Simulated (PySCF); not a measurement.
Mayer bond orders and bond lengths

C₁₀H₂₂.
Numbering: `[CH3:1][CH2:2][CH2:3][C@@H:4]([CH3:5])[C@@H:6]([CH3:7])[CH:8]([CH3:9])[CH3:10]` (hydrogens: H11, H12, H13 on C1; H14, H15 on C2; H16, H17 on C3; H18 on C4; H19, H20, H21 on C5; H22 on C6; H23, H24, H25 on C7; H26 on C8; H27, H28, H29 on C9; H30, H31, H32 on C10)

Cartesian coordinates in Å at the PBE0-D3(BJ)/def2-SVP level; atoms count from 1:
```
atom  x, y, z in Å
C1     3.4423    1.4181    0.3759
C2     2.6021    0.3247   -0.2656
C3     1.2225    0.1853    0.3672
C4     0.3070   -0.8405   -0.3057
C5     0.8643   -2.2593   -0.2079
C6    -1.1552   -0.7659    0.1928
C7    -1.2797   -1.1277    1.6728
C8    -1.8504    0.5789   -0.1148
C9    -3.3409    0.5297    0.2182
C10   -1.6671    1.0279   -1.5623
H11    4.4317    1.5030   -0.0988
H12    2.9491    2.4004    0.2962
H13    3.6041    1.2189    1.4476
H14    3.1442   -0.6335   -0.2033
H15    2.4835    0.5329   -1.3442
H16    1.3395   -0.0676    1.4364
H17    0.7348    1.1752    0.3464
H18    0.2816   -0.5963   -1.3817
H19    1.0477   -2.5613    0.8354
H20    0.1670   -2.9884   -0.6499
H21    1.8196   -2.3531   -0.7448
H22   -1.7047   -1.5342   -0.3861
H23   -0.8928   -0.3210    2.3161
H24   -2.3245   -1.3064    1.9622
H25   -0.7218   -2.0432    1.9156
H26   -1.3950    1.3490    0.5357
H27   -3.8277    1.4862   -0.0269
H28   -3.5292    0.3305    1.2824
H29   -3.8461   -0.2584   -0.3656
H30   -2.0216    0.2543   -2.2643
H31   -0.6180    1.2472   -1.8084
H32   -2.2460    1.9433   -1.7594
```

Bond orders from the PBE0/pcSseg-1 density (PySCF). One conformer (not necessarily the lowest) at the PBE0-D3(BJ)/def2-SVP geometry, without solvent, vibrations or thermal averaging.

(1) How far do the computed orders between heavy atoms stray from the drawn ones?

(2) Set the Mayer orders of the bonds between heavy atoms beside their lengths.

Answers

(1) The largest departure is 0.068, at C1–C2 (drawn single, 1.068).

(2) 
```tsv
bond	drawn as	length (Å)	Mayer order
C1–C2	single	1.521	1.068
C2–C3	single	1.524	1.032
C3–C4	single	1.531	0.985
C4–C5	single	1.527	1.047
C4–C6	single	1.547	1.038
C6–C7	single	1.529	1.025
C6–C8	single	1.545	0.966
C8–C9	single	1.528	1.047
C8–C10	single	1.527	1.042
```

By pair of heavy elements: C–C: lowest C6–C8 (0.966, 1.545 Å), highest C1–C2 (1.068, 1.521 Å); in 1 of the 36 pairs the longer bond (by over 0.003 Å) has the higher order (by 0.02 or more).

Q: And the bonds to hydrogen?

A: C–H: 0.93 to 0.97 (22 bonds).

Q: Sum the orders of all bonds at each heavy atom with more than one neighbour and set the sums beside the valence in the SMILES.

A: C1 3.966 (drawn 4), C2 3.993 (drawn 4), C3 3.900 (drawn 4), C4 4.002 (drawn 4), C5 3.928 (drawn 4), C6 3.962 (drawn 4), C7 3.909 (drawn 4), C8 3.980 (drawn 4), C9 3.936 (drawn 4), C10 3.922 (drawn 4). Orders between atoms that aren't bonded are not in these sums.

Mayer orders depend on the basis set.
